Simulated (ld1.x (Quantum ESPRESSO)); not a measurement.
**Which change was made? (V, TM)**

vanadium, norm-conserving Troullier–Martins (Kleinman–Bylander form), made with ld1.x (Quantum ESPRESSO) 7.5 (PW91, scalar-relativistic). Core [Ne], reference 3s2 3p6 3d3 4s2 4p0. Waves: 3s (bound): rc 0.85 bohr; 3p (bound): rc 1.20 bohr; 3d (bound): rc 1.95 bohr. Local part: the d channel. Core correction: none.

Occupied shells without a wave of their own: 4s. They enter only through the test configuration that unscreens the potential.

Cutoffs, loose and tight: the cutoffs (Ry, on a coarse ladder) from which the occupation-weighted sum of valence levels, in a spherical-Bessel basis at the reference potential, stays within 10 and 1 mRy of its value at 400 Ry. They do not see the model core or the augmentation charge, which bear on the density cutoff. Test errors are all-electron minus pseudo excitation energies from the reference, over the configurations 3s2 3p6 3d3 4s1 4p0; 3s2 3p6 3d3 4s0 4p0; 3s2 3p6 3d2 4s0 4p0; 3s2 3p6 3d2 4s2 4p1; 3s2 3p6 3d3 4s0 4p1; 3s1 3p6 3d3 4s2 4p0; 3s2 3p6 3d1 4s0 4p0; variants that change the core or the reference have their own tests.

The base gives: outcome: generated, misses its reference levels by 0.23 eV; cutoff, loose: 140 Ry; cutoff, tight: 260 Ry; bound ghosts: none; largest test error (meV): +1514.

Task: After one change the result is: outcome: generated, misses its reference levels by 0.20 eV; cutoff, loose: 140 Ry; cutoff, tight: 260 Ry; bound ghosts: none; largest test error (meV): +335. Which change was it?
A. wave 3d (bound): rc 1.95 bohr becomes 3d (bound): rc 1.50 bohr
B. wave 3d (bound): rc 1.95 bohr becomes 3d (bound): rc 2.96 bohr
C. wave 3d (bound): rc 1.95 bohr becomes 3d (bound): rc 2.10 bohr
D. wave 3d (bound): rc 1.95 bohr becomes 3d (bound): rc 1.26 bohr
E. wave 3d (bound): rc 1.95 bohr becomes 3d (bound): rc 2.36 bohr

Result: E. The others give: wave 3d (bound): rc 1.95 bohr becomes 3d (bound): rc 1.50 bohr → outcome: generated; cutoff, loose: 140 Ry; cutoff, tight: 260 Ry; bound ghosts: none; largest test error (meV): +350 | wave 3d (bound): rc 1.95 bohr becomes 3d (bound): rc 1.26 bohr → outcome: generated; cutoff, loose: 140 Ry; cutoff, tight: 260 Ry; bound ghosts: none; largest test error (meV): -424 | wave 3d (bound): rc 1.95 bohr becomes 3d (bound): rc 2.96 bohr → outcome: generated, misses its reference levels by 1.10 eV; cutoff, loose: 140 Ry; cutoff, tight: 260 Ry; bound ghosts: none; largest test error (meV): -13087 | wave 3d (bound): rc 1.95 bohr becomes 3d (bound): rc 2.10 bohr → outcome: generated, misses its reference levels by 0.27 eV; cutoff, loose: 140 Ry; cutoff, tight: 260 Ry; bound ghosts: none; largest test error (meV): +1569.
